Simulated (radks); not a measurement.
Values are calculated unless marked as measured or tabulated.
Task: Zr2+, configuration [Kr] 4d2. Code: a radial shooting solver on a logarithmic mesh with Libxc functionals. Model: Dirac Kohn-Sham, PBE, spin-unpolarised, spherical densities, finite nucleus; open shells fill j = l - 1/2 first; Fermi nuclear charge, rms radius 4.2694 fm. Some entries of the table are withheld. Estimate them.

orbital  occ.  eigenvalue (hartree)  <r> (bohr)
1s1/2       2             -655.2920         (1)
2s1/2       2             -91.23854      0.1623
2p1/2       2             -83.56464      0.1387
2p3/2       4             -80.40934      0.1430
3s1/2       2             -15.39867      0.4582
3p1/2       2                   (2)         (3)
3p3/2       4                   (4)         (5)
3d3/2       4              -7.00302      0.4504
3d5/2       6              -6.91125      0.4540
4s1/2       2              -2.53198       1.213
4p1/2       2              -1.76626       1.344
4p3/2       4              -1.70089       1.374
4d3/2       2              -0.63773       2.002
4d5/2       0              -0.63204       2.017
5s1/2       0              -0.58861       3.194
5p1/2       0              -0.43372       3.778
5p3/2       0              -0.42557       3.841

Result: 
(1) 1s1/2 <r> (bohr): 0.03707
(2) 3p1/2 eigenvalue (hartree): -12.54166
(3) 3p1/2 <r> (bohr): 0.4549
(4) 3p3/2 eigenvalue (hartree): -12.03933
(5) 3p3/2 <r> (bohr): 0.4654
